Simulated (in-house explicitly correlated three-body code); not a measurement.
Computed with an exponentially correlated three-body code. Model: two electrons around a point charge, non-relativistic, variational in 260 exponentially correlated functions (energies converged to about 1e-7 hartree, or 1e-8 relative for large Z).

Command:
```bash
python run_hyl.py task.json out
```
Settings (lengths in bohr, energies in hartree):
```
Z                      1
screening              0.02
interaction_strength   1
functions              260
states_tried           1
```

Cost of the run: 5.8 s on 1 thread of Intel(R) Xeon(R) 6975P-C (Granite Rapids) (shared host).

**Ground state only, binding against the one-electron ion.**

Given: nuclear charge 1; Yukawa screening of all interactions 0.02 1/bohr.

Computed: one-electron threshold -0.480296106 hartree.

| term | energy (hartree) | binding (eV) |
| --- | --- | --- |
| 1 1S | -0.507954263 | 0.75262 |

**Converged states only, values per electron or pair (inverse distances are <exp(-kr)/r>).**

```
term  mean r (bohr)  mean r squared (bohr²)  mean inverse r (1/bohr)  mean r12 (bohr)  mean inverse r12 (1/bohr)  mean cosine  mean p1 dot p2 (bohr⁻²)  delta r1 (bohr⁻³)  delta r12 (bohr⁻³)
1 1S         2.7116                   11.93                  0.66363           4.4149                    0.29176     -0.10492                  0.03278             0.1645           0.0027358
```
